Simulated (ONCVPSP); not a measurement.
What one change does to a pseudopotential (nitrogen (N), ONCV)

```json
{
  "Element": "N",
  "Generator": "ONCVPSP 4.0.1",
  "Type": "optimised norm-conserving Vanderbilt (ONCV)",
  "Functional": "LDA (Perdew-Wang 92)",
  "Relativity": "scalar-relativistic",
  "Frozen core": "[He]",
  "Valence charge": "5",
  "Reference configuration": "2s2 2p3",
  "Partial waves": "2s: rc 0.90 bohr, ncon 3, nbas 6, qcut 6.9 1/bohr, 3 projectors, debl 1.7 Ha; 2p: rc 1.80 bohr, ncon 3, nbas 7, qcut 6.3 1/bohr, 2 projectors, debl 0.7 Ha; d scattering state at 0.14 Ha: rc 1.70 bohr, ncon 4, nbas 9, qcut 6.5 1/bohr, 2 projectors, debl 3.3 Ha",
  "Local potential": "polynomial inside 0.75 bohr (lpopt 5, dvloc0 3 Ha)",
  "Core correction": "Teter function, fcfact 2.25, rcfact 1.6"
}
```

Change: s: qcut 7.9; p: qcut 7.2; d: qcut 7.4.

Cutoffs: the cutoffs (Ha) at which the residual kinetic energy of the hardest occupied pseudo-wave falls to 1 and 0.1 mHa per electron; they do not see the model core or the augmentation charge, which bear on the density cutoff. Errors are all-electron minus pseudo energies relative to the spin-unpolarised reference configuration.

**Question.** What does the change do?

**Answer.** The potential gets softer (31 Ha and 105 Ha → 28 Ha and 61 Ha); both files keep a bound ghost (s); of the 4 tests that both files solve, the error grows in 0 and shrinks in 4 by more than 15 % and 0.3 meV (median size 263.4 → 200.4 meV).

| quantity | base | changed |
| --- | --- | --- |
| cutoff, loose | 31 Ha | 28 Ha |
| cutoff, tight | 105 Ha | 61 Ha |
| loose cutoff by channel | s 31 Ha, p 16 Ha | s 28 Ha, p 18 Ha |
| bound ghosts | s | s |
| GHOST(+) flags under 300 eV | none | none |
| error for 2s2 2p2, meV [ΔE 13.73 eV] | +59 | +44 |
| error for 2s2 2p1, meV [ΔE 42.70 eV] | +468 | +356 |
| error for 2s2 2p0, meV [ΔE 89.87 eV] | +1744 | +1358 |
| error for 2s1 2p3, meV [ΔE 25.18 eV] | -48 | -34 |
| s: phases at 0.91 bohr within 0.05 rad from the reference energy up to (Ha; the scan ends near 5) | to the end of the scan | to the end of the scan |
| p: phases at 1.82 bohr within 0.05 rad from the reference energy up to (Ha; the scan ends near 5) | to the end of the scan | to the end of the scan |
| d: phases at 1.73 bohr within 0.05 rad from the reference energy up to (Ha; the scan ends near 5) | to the end of the scan | to the end of the scan |
| rms error of d²Exc/dni dnj with the model core, mHa | 1.20 | 1.26 |

 A true bound ghost makes a file unfit for plane-wave use even where its test errors are small: the radial tests pick states by their node count and pass the ghost by.
